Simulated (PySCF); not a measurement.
## Ge²⁺ (germanium, charge +2) across methods

[Ar] 3d10 4s2, closed-shell 1S. Calculation: PySCF 2.14, in aug-pcseg-2 (7s6p4d2f, 59 functions); no relativity, point nucleus.

```
   method  E (hartree)  mean ε 3p (eV)  mean ε 3d (eV)  mean ε 4s (eV)  Σ⟨r²⟩ (bohr²)   ⟨S²⟩
      PBE    -2075.780         -134.20         -49.921         -28.773          19.93  0.000
    B3LYP    -2076.138         -139.57         -53.064         -29.826          19.95  0.000
      UHF  -2074.49879         -159.85         -64.002         -31.955          20.19  0.000
   r2SCAN    -2076.055         -137.50         -50.678         -29.054          19.90  0.000
      LDA    -2072.935         -134.09         -50.295         -29.144          19.86  0.000
     PBE0    -2075.821         -140.93         -53.711         -29.796          19.93  0.000
    M06-L    -2076.021         -137.95         -50.489         -28.668          19.80  0.000
BHandHLYP    -2076.073         -147.46         -57.428         -30.871          20.00  0.000
    wB97X    -2076.132         -142.25         -55.939         -32.461          19.89  0.000
```
